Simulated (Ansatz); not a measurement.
C3H9FSi2, SMILES F[SiH2]C1([SiH3])CC1.

Coordinates come from a ωB97X-D3(BJ)/def2-SVP optimisation. The structure was generated by enumeration, and PubChem lists no compound with its InChIKey, so it may never have been made. Other conformers were not sampled.

Two levels are set side by side: PBE/def2-SVPD (Ansatz, a quantum-chemistry and plane-wave program) and CAM-B3LYP/def2-SVPD (Ansatz). Energy differences of separate SCF runs at the same geometry; the states with an electron removed or added have multiplicity 2 and 2. Differences are taken from unrounded values.

```csv
quantity,PBE
vertical ionisation energy (eV),10.01
vertical singlet–triplet gap (eV),6.51
```

### Question
These are the PBE values. What does CAM-B3LYP give? (The exact figures need the calculation; the answer reports its results.)

### Answer

| quantity | CAM-B3LYP | PBE minus CAM-B3LYP |
|---|---|---|
| vertical ionisation energy (eV) | 10.55 | -0.54 |
| vertical singlet–triplet gap (eV) | 7.36 | -0.85 |
